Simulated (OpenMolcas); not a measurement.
**Levels of neutral aluminium by method**

```yaml
Program: OpenMolcas 26.06
Basis: ANO-RCC-VQZP [6s5p3d2f1g]
Scalar_Hamiltonian: DKH2, point nucleus
Active_space: 1 electron in 9 orbitals (RAS2 3p; RAS3 3d 4s, at most 1 electron)
State_averaging: 2S+1 = 2 odd, 3 roots; 2S+1 = 2 even, 1 root
Spin-orbit_coupling: RASSI with atomic mean-field integrals over the reference wave functions, term energies averaged over their components
```

Methods on the same reference wave functions:
A. RASSCF
B. SS-RASPT2, IPEA 0.25 Eh, imaginary shift 0.1 Eh (closed shells correlated: 2s 2p 3s)

Energies in cm-1 above 3s2 3p 2P* 1/2, the measured ground level; measured values from NIST Handbook of Basic Atomic Spectroscopic Data.

```
         Level      A      B  Measured
3s2 3p 2P* 1/2    0.0    0.0       0.0
3s2 3p 2P* 3/2   93.0   93.0       112
 3s2 4s 2S 1/2  40971  40362     25348
```

Deviations, from unrounded energies. A percentage is the sum of absolute deviations over the sum of measured energies, with the sign that they share, or ± where signs differ.

| Against measurement | Levels | A | B |
| --- | --- | --- | --- |
| mean absolute deviation (cm-1) | 2 | 7800 | 7500 |
| fine structure of the ground term (%) | 1 | -17.1 | -17.1 |
| other configurations (%) | 1 | +61.6 | +59.2 |

A, B lie about equally close to measurement. The largest miss of B in the table is 3s2 4s 2S 1/2, by +15000 cm-1. The ranking rests on the paired levels alone, and a cruder setting can come out closer through cancelling errors.

The lowest spin-free term lies below A's lowest term by 0.268 hartree in B.

ANO sets are built for valence states and can reach diffuse excited orbitals poorly, and with the s shell closed the s pⁿ⁺¹ terms that mix with these levels are absent. No level of 3s2 3d was computed, though it lies in the active space. With one active electron the reference holds no correlation, so core polarisation is missing (holds for A). With one active electron, CASPT2 adds the correlation within the correlated inactive shells and between them and that electron, and leaves the splitting within a term as the reference gives it (holds for B). Measured partners are found by configuration, term and J. A level has none where our copy of the source lacks it or the pairing is in doubt (some pairs that miss far off the trend of their configuration count as doubtful), and it then counts in no deviation. Only configurations of the active space appear.

* marks odd parity.
